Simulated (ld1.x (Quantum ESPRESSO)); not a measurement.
Which change was made? (As, TM)

* Element: arsenic
* Generator: ld1.x (Quantum ESPRESSO) 7.5
* Type: norm-conserving Troullier–Martins (Kleinman–Bylander form)
* Functional: PBE
* Relativity: scalar-relativistic
* Frozen core: [Ne] 3s2
* Valence charge: 21
* Reference configuration: 3p6 3d10 4s1.75 4p3.25
* Partial waves: 4s (bound): rc 1.35 bohr; 3p (bound): rc 0.55 bohr; 3d (bound): rc 0.75 bohr
* Local potential: all-electron potential smoothed inside 0.45 bohr (lloc = -1)
* Core correction: none

Occupied shells without a wave of their own: 4p. They enter only through the test configuration that unscreens the potential.

Cutoffs, loose and tight: the cutoffs (Ry, on a coarse ladder) from which the occupation-weighted sum of valence levels, in a spherical-Bessel basis at the reference potential, stays within 10 and 1 mRy of its value at 400 Ry. They do not see the model core or the augmentation charge, which bear on the density cutoff. Test errors are all-electron minus pseudo excitation energies from the reference, over the configurations 3p6 3d10 4s2 4p3; 3p6 3d10 4s2 4p2; 3p6 3d10 4s2 4p1; 3p6 3d10 4s0 4p5; 3p6 3d9 4s2 4p3; 3p6 3d10 4s2 4p3.3; 3p6 3d10 4s2 4p2.5; variants that change the core or the reference have their own tests. The largest error is taken over the tests solved by every variant that gives reliable tests at all, those not shown here included: 3p6 3d10 4s0 4p5; 3p6 3d10 4s2 4p2; 3p6 3d10 4s2 4p2.5; 3p6 3d10 4s2 4p3; 3p6 3d10 4s2 4p3.3.

The base gives: outcome: generated; cutoff, loose: over 300 Ry; cutoff, tight: over 300 Ry; bound ghosts: s; largest test error (meV): -91.

Problem. After one change the result is: outcome: generated, misses its reference levels by 0.95 eV; cutoff, loose: over 300 Ry; cutoff, tight: over 300 Ry; bound ghosts: none; largest test error (meV): -1944. Which change was it?
A. local potential all-electron potential smoothed inside 1.56 bohr (lloc = -1)
B. local potential all-electron potential smoothed inside 1.40 bohr (lloc = -1)
C. local potential all-electron potential smoothed inside 1.16 bohr (lloc = -1)

Solution. A. The others give: local potential all-electron potential smoothed inside 1.16 bohr (lloc = -1) → outcome: generated, misses its reference levels by 0.22 eV; cutoff, loose: over 300 Ry; cutoff, tight: over 300 Ry; bound ghosts: s; largest test error (meV): -450 | local potential all-electron potential smoothed inside 1.40 bohr (lloc = -1) → outcome: generated, misses its reference levels by 0.49 eV; cutoff, loose: over 300 Ry; cutoff, tight: over 300 Ry; bound ghosts: none; largest test error (meV): -997.
